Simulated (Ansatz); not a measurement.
Diatomic BaN, multiplicity 4 (an upper state: multiplicity 2 came lower at CCSD(T)/def2-TZVPP on PBE0 minima). No spin–orbit coupling.

Seven points along R, fitted to fifth degree in 1/R; most abundant isotopes. Runs in def2 and cc sets follow the lowest solution found near the PBE0 minimum.

Run with Ansatz (Gaussian basis) for Hartree–Fock, density functionals and correlated methods.  In def2 rows elements past Kr take small-core potentials, without spin–orbit coupling.

Energies at PBE/def2-TZVPP:

| R (Å) | E (hartree) |
|---|---|
| 2.127603 | -80.06910983 |
| 2.184797 | -80.07246240 |
| 2.237415 | -80.07413928 |
| 2.296896 | -80.07469060 |
| 2.356378 | -80.07407473 |
| 2.425010 | -80.07221471 |
| 2.505081 | -80.06886405 |

Task: With a reduced mass of 12.7123 u, find the minimum, the force constant and the constants.

Result: A fifth-degree polynomial in 1/R puts the minimum at r_e = 2.2931 Å with force constant 145 N/m. Then ω_e = (1/2πc)√(k/μ) = 441 cm⁻¹ and B_e = h/(8π²cμr_e²) = 0.2522 cm⁻¹; the cubic and quartic terms give α_e = 0.0015 and ω_e x_e = 2.0 cm⁻¹.

Ansatz is a quantum-chemistry and plane-wave program.
